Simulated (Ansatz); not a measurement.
Geometry optimisation, RKS PBE/def2-SVP in Ansatz 0.2.0.

Input:

```yaml
crystal:
  periodic: [false, false, false]
  atoms:
    - { symbol: Ge, position_ang: [-0.153406, -0.232708, 0.063437] }
    - { symbol: O, position_ang: [-0.186851, -0.381062, 1.829489] }
    - { symbol: H, position_ang: [-1.056985, -0.105048, 2.179764] }
    - { symbol: O, position_ang: [1.541133, -0.181254, -0.451773] }
    - { symbol: H, position_ang: [1.663137, -0.840462, -1.164463] }
    - { symbol: Cl, position_ang: [-1.354372, 1.433334, -0.608608] }
    - { symbol: Cl, position_ang: [-1.017712, -2.006913, -0.84256] }
    - { symbol: P, position_ang: [1.142685, 2.815475, 1.160156] }
    - { symbol: H, position_ang: [2.390177, 2.927034, 1.877841] }
    - { symbol: H, position_ang: [1.77902, 2.152639, 0.056302] }
    - { symbol: H, position_ang: [0.823773, 1.588964, 1.819316] }
basis:
  gaussian: { orbitals: def2-SVP }
hamiltonian:
  xc: pbe
relax:
  f_tol: 0.03
  max_steps: 50
```

Launched with:

```bash
$ ansatz run input.yaml --threads 4 --pin off --max-ram 5120MiB --backend cpu --events-out ev --progress --plain --runs-dir out
```

Task: Where does it end, and by what steps?

Result: The run converged. The force dipped under the threshold on the way, but the program's further checks kept it going. After 12 steps the energy has fallen by 0.195 eV; H11 moved furthest, 0.46 Å.

```
step  energy less start (eV)  largest force component (eV/Å)  accepted
   0                  0.0000                           0.714       yes
   1                 -0.1404                           0.168       yes
   2                 -0.1345                           0.359        no
   3                 -0.1720                           0.194       yes
   4                 -0.1843                           0.146       yes
   5                 -0.1795                           0.848        no
   6                 -0.1912                           0.066       yes
   7                 -0.1932                           0.048       yes
   8                 -0.1945                           0.022       yes
   9                 -0.1943                           0.182        no
  10                 -0.1947                           0.038       yes
  11                 -0.1946                           0.075        no
  12                 -0.1948                           0.008       yes
```

```xyz
11
Properties=species:S:1:pos:R:3
Ge -0.275 -0.524 -0.036
O -0.235 -0.526 1.735
H -1.057 -0.139 2.093
O 1.425 -0.464 -0.524
H 1.540 -0.856 -1.411
Cl -1.399 1.191 -0.734
Cl -1.212 -2.297 -0.852
P 1.361 3.186 1.307
H 2.578 3.203 2.081
H 1.964 2.386 0.271
H 0.881 2.011 1.990
```

Whether the end is a true minimum wasn't checked by a vibrational analysis.

Time of the run: 13 s on 4 threads of Intel(R) Xeon(R) 6975P-C (Granite Rapids) (shared host), peak memory 0.24 GiB.
